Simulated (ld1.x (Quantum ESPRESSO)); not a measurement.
**u(r) = r·R(r): atom against pseudo-atom (chromium (Cr))**

Columns: radius, all-electron u(r) and pseudo u(r) of the 3p shell (level -45.47 eV) of chromium in the configuration [Ne] 3s2 3p6 3d5 4s0.75 4p0.25; PBE, non-relativistic, RRKJ scheme, ld1.x (Quantum ESPRESSO) 7.5.

```json
{"r (bohr)": "0.075", "all-electron": "0.3502", "pseudo": "-0.0166"}
{"r (bohr)": "0.150", "all-electron": "0.5633", "pseudo": "-0.0686"}
{"r (bohr)": "0.225", "all-electron": "0.4429", "pseudo": "-0.1605"}
{"r (bohr)": "0.300", "all-electron": "0.1422", "pseudo": "-0.2935"}
{"r (bohr)": "0.375", "all-electron": "-0.2020", "pseudo": "-0.4601"}
{"r (bohr)": "0.450", "all-electron": "-0.5123", "pseudo": "-0.6427"}
{"r (bohr)": "0.525", "all-electron": "-0.7570", "pseudo": "-0.8169"}
{"r (bohr)": "0.600", "all-electron": "-0.9295", "pseudo": "-0.9585"}
{"r (bohr)": "0.675", "all-electron": "-1.0351", "pseudo": "-1.0522"}
{"r (bohr)": "0.750", "all-electron": "-1.0850", "pseudo": "-1.0949"}
{"r (bohr)": "0.825", "all-electron": "-1.0919", "pseudo": "-1.0956"}
{"r (bohr)": "0.900", "all-electron": "-1.0675", "pseudo": "-1.0678"}
{"r (bohr)": "0.975", "all-electron": "-1.0216", "pseudo": "-1.0216"}
{"r (bohr)": "1.050", "all-electron": "-0.9621", "pseudo": "-0.9621"}
{"r (bohr)": "1.125", "all-electron": "-0.8948", "pseudo": "-0.8948"}
{"r (bohr)": "1.200", "all-electron": "-0.8242", "pseudo": "-0.8242"}
{"r (bohr)": "1.275", "all-electron": "-0.7533", "pseudo": "-0.7533"}
{"r (bohr)": "1.350", "all-electron": "-0.6842", "pseudo": "-0.6842"}
{"r (bohr)": "1.425", "all-electron": "-0.6182", "pseudo": "-0.6182"}
{"r (bohr)": "1.500", "all-electron": "-0.5562", "pseudo": "-0.5562"}
{"r (bohr)": "1.575", "all-electron": "-0.4987", "pseudo": "-0.4987"}
{"r (bohr)": "1.650", "all-electron": "-0.4458", "pseudo": "-0.4458"}
{"r (bohr)": "1.725", "all-electron": "-0.3975", "pseudo": "-0.3975"}
{"r (bohr)": "1.800", "all-electron": "-0.3538", "pseudo": "-0.3538"}
{"r (bohr)": "1.875", "all-electron": "-0.3142", "pseudo": "-0.3142"}
{"r (bohr)": "1.950", "all-electron": "-0.2787", "pseudo": "-0.2787"}
```

(1) How many radial nodes do the two functions have?

(2) At about which radius was the pseudo-wave matched?

(3) Is the pseudo-wave norm-conserving?

## Answers

(1) The all-electron 3p function has n − l − 1 = 1; the pseudo-wave has 0, since the states of the same l below it are removed with the core.

(2) 0.95 bohr, where the columns begin to agree (steps of 0.07 bohr).

(3) Yes: the RRKJ scheme keeps the norm inside the radius equal to the all-electron one, which fixes the energy derivative of the logarithmic derivative at the level.
